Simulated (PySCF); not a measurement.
C₂H₆ClNSi₂, SMILES N[SiH2]C#C[SiH2]Cl.

Geometry optimised at B3LYP-D3(BJ)/def2-SVP. This is a generated structure with no PubChem entry under its InChIKey; it may be hypothetical. The values are those of a single conformer.

Calculation: PySCF with CAM-B3LYP/def2-TZVP.

| Property | Value |
|---|---|
| total energy | -1173.83669 hartree |
| highest occupied level | -9.25 eV |
| lowest empty level | -0.17 eV |
| orbital gap | 9.07 eV |
| dipole moment | 0.82 D |
| quadrupole, principal values (traceless, Buckingham form, about the centre of nuclear charge) | -10.81, 1.20, 9.60 D·Å |
| mean static polarisability | 92.8 bohr³ (13.75 Å³) |
| polarisability, principal values | 69.6, 81.8, 126.8 bohr³ |
